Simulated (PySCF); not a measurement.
# Ionisation energy of Ga²⁺ by level of theory

Ga²⁺ [Ar] 3d10 4s1 (2S) → Ga³⁺ [Ar] 3d10 (1S), as a difference of total energies. Computed with PySCF 2.14 in ANO-RCC-VTZP, with the spin-free X2C one-electron Hamiltonian (Gaussian nucleus). Correlated levels: valence and next inner shell: [Ne] frozen. The calculations carry no spin-orbit coupling.

| method | ionisation energy (eV) |
| --- | --- |
| UHF | 29.642 |
| LDA | 31.852 |
| PBE | 31.530 |
| PBE0 | 31.145 |
| r2SCAN | 31.269 |
| r2SCAN0 | 31.031 |
| B97-3 | 30.948 |
| PBEsol | 31.437 |
| wB97X-V | 30.840 |
| MP2 (valence and next inner shell) | 30.520 |
| SCS-MP2 (valence and next inner shell) | 30.351 |

Errors of the correlated levels include the incompleteness of this basis and the frozen core.

Which method comes closest to the reference value, and which is furthest?

The reference is 30.726 eV (measured; NIST Atomic Spectra Database, ionization energies). Closest: wB97X-V (error 0.114 eV); furthest: LDA (error 1.126 eV).
